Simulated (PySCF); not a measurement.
## Deuteron quadrupole couplings in `F[C@@H]1CC[C@H](F)[SiH2]1`

Compound: C4H8F2Si.
Z-matrix (Å and degrees, PBE0-D3(BJ)/def2-SVP geometry), rows numbered from 1:
```
F 
C   1  1.3927
C   2  1.5250  1  108.58
C   3  1.5287  2  108.41  1   -72.33
C   4  1.5279  3  108.28  2   -53.49
F   5  1.3799  4  111.34  3   159.10
Si  2  1.9197  1  108.39  3  -110.61
H   2  1.1019  1  107.95  3   121.66
H   3  1.1017  2  110.40  1    50.66
H   3  1.1052  2  108.52  1   167.54
H   4  1.1012  3  112.59  2  -178.05
H   4  1.1023  3  108.69  2    63.18
H   5  1.1064  4  109.67  3   -81.83
H   7  1.4884  2  113.22  1   -21.42
H   7  1.4951  2  112.20  1  -147.58
```

Level: PBE0/pcSseg-1 (PySCF, non-relativistic); Q(2H) = 0.00286 b; rigid geometry, the same for H and D, with no vibrational averaging.

Task: Rank these positions by the coupling χzz of a deuteron there, largest first.
A. H8 (methine hydrogen)
B. H11 (methylene hydrogen)
C. H13 (methine hydrogen)
D. H14 (Si–H hydrogen)

Result: B (194 kHz), A (189 kHz), C (183 kHz), D (97 kHz).

Task: Tabulate Vzz, the asymmetry η and χzz = 234.96 MHz × Q × Vzz for every hydrogen position.

Result: 
```tsv
atom	bonded to	bond length (Å)	Vzz (au)	η	χzz (kHz)
H8	C2	1.102	0.2817	0.10	189
H9	C3	1.102	0.2873	0.02	193
H10	C3	1.105	0.2806	0.01	189
H11	C4	1.101	0.2888	0.02	194
H12	C4	1.102	0.2806	0.02	189
H13	C5	1.106	0.2729	0.10	183
H14	Si7	1.488	0.1438	0.00	97
H15	Si7	1.495	0.1393	0.00	94
```

Task: Average by the element that carries the hydrogen.

Result: on C: 189 kHz over 6 positions, mean bond length 1.103 Å; on Si: 95 kHz over 2 positions, mean bond length 1.492 Å.

Task: A static deuteron (I = 1) shows a doublet split by (3/2)χ, (3/4)χ(1 + η) and (3/4)χ(1 − η) with the field along z, y and x of the gradient. What are these for H11?

Result: With |χ| = 194.1 kHz and η = 0.017: 291, 148 and 143 kHz, to first order and without motion.

Geometry: PBE0-D3(BJ)/def2-SVP, one conformer, isolated molecule. A larger basis could move these couplings by a tenth or more.

These values come from a run that also computed NMR shieldings. The run took 28 s of wall time (grids of density and orbitals included) on one thread, Arm Neoverse V1 (aarch64), no GPU, shared host with 32 logical CPUs at a one-minute load of 34, and the process peaked at 0.78 GiB of memory.
